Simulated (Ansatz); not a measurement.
`C=[C]([GeH3])[InH2]` + H₂S → `[SH][InH2]` + `C=[CH][GeH3]` at 600 K and 1 bar (ligand exchange at the In–C bond).

Isolated molecules relaxed with PBE0-D4/def2-TZVP in Ansatz; ΔE leaves out vibrations. CBS: MP2 limit from def2 TZ/QZ plus the TZ coupled-cluster correction, frozen cores. This one scheme is used for every species. def2 core potentials past Kr. For Ge, In outer-core shells are correlated without core-valence functions, which leaves a few kJ/mol of doubt a bond. Scalar relativity is left out up to krypton.

```tsv
species	CCSD(T)/CBS energy (Eh)	H − E (kJ/mol)	S (J/(mol·K))
`C=[C]([GeH3])[InH2]`	-2346.17345	243.6	481.7
H₂S	-398.97279	60.8	230.9
`[SH][InH2]`	-589.39884	92.2	342.5
`C=[CH][GeH3]`	-2155.78858	218.7	371.2
```

H − E and S are ideal-gas, rigid-rotor, harmonic terms from PBE0-D4/def2-TZVP. 1 Eh = 2625.50 kJ/mol, R = 8.31446 J/(mol·K).

By hand: ΔE, ΔH, ΔS and ΔG.

ΔE = (-589.39884) + (-2155.78858) − (-2346.17345) − (-398.97279) = -0.04118 Eh = -108.1 kJ/mol. Δ(H − E) = 92.2 + 218.7 − 243.6 − 60.8 = 6.5, so ΔH = -101.6 kJ/mol. ΔS = 342.5 + 371.2 − 481.7 − 230.9 = 1.1 J/(mol·K). ΔG = -101.6 − 600 × (1.1)/1000 = -102.3 kJ/mol.

By hand: the equilibrium constant, and the temperature at which ΔG would vanish if ΔH and ΔS stayed fixed.

log₁₀ K = −ΔG/(RT ln 10) = 8.9. ΔH and −TΔS have one sign here, so there is no such temperature. One of them is within its doubt of zero, so this could turn.

The number of gas molecules stays the same, so ΔS is small and ΔH decides. A doubt of 5 kJ/mol in ΔE shifts log₁₀ K by 0.4 here. These are equilibria of isolated gas molecules and say nothing of rates. Largest T1 diagnostic: 0.014 (customary marks: 0.02 for closed shells, 0.045 for open ones).
